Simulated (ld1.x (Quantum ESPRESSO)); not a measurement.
# u(r) = r·R(r): atom against pseudo-atom (Tm (Z = 69))

Columns: radius, all-electron u(r) and pseudo u(r) of the 5p shell (level -26.67 eV) of thulium in the configuration [Kr] 4d10 4f13 5s2 5p6 5d0.5 6s1.5 6p0; PBEsol, scalar-relativistic, ultrasoft scheme, ld1.x (Quantum ESPRESSO) 7.5.

```tsv
r (bohr)	all-electron	pseudo
0.189	-0.2720	-0.0062
0.378	0.4474	-0.0242
0.567	0.2061	-0.0524
0.756	-0.3572	-0.0881
0.945	-0.7485	-0.1281
1.134	-0.9196	-0.1688
1.323	-0.9377	-0.2067
1.512	-0.8709	-0.2384
1.701	-0.7660	-0.2616
1.890	-0.6510	-0.2746
2.079	-0.5405	-0.2768
2.268	-0.4416	-0.2686
2.457	-0.3568	-0.2514
2.646	-0.2859	-0.2273
2.835	-0.2277	-0.1988
3.024	-0.1805	-0.1685
3.213	-0.1427	-0.1388
3.402	-0.1125	-0.1117
3.591	-0.0884	-0.0884
3.780	-0.0694	-0.0694
3.969	-0.0544	-0.0544
4.158	-0.0426	-0.0426
4.347	-0.0332	-0.0332
4.536	-0.0259	-0.0259
4.725	-0.0202	-0.0202
4.914	-0.0157	-0.0157
```

**Question.** How many radial nodes do the two functions have?

**Answer.** The all-electron 5p function has n − l − 1 = 3 (the table is too coarse to show those close to the nucleus); the pseudo-wave has 0, since the states of the same l below it are removed with the core.

**Question.** At about which radius was the pseudo-wave matched?

**Answer.** 3.78 bohr, where the columns begin to agree (steps of 0.19 bohr).

**Question.** Where does each function peak?

**Answer.** Outermost all-electron maximum near 1.32 bohr, pseudo maximum near 2.08 bohr (to the table’s step).

**Question.** Is the pseudo-wave norm-conserving?

**Answer.** No, it belongs to an ultrasoft set: the norm inside the radius is not constrained, and the difference is carried by the augmentation charge.
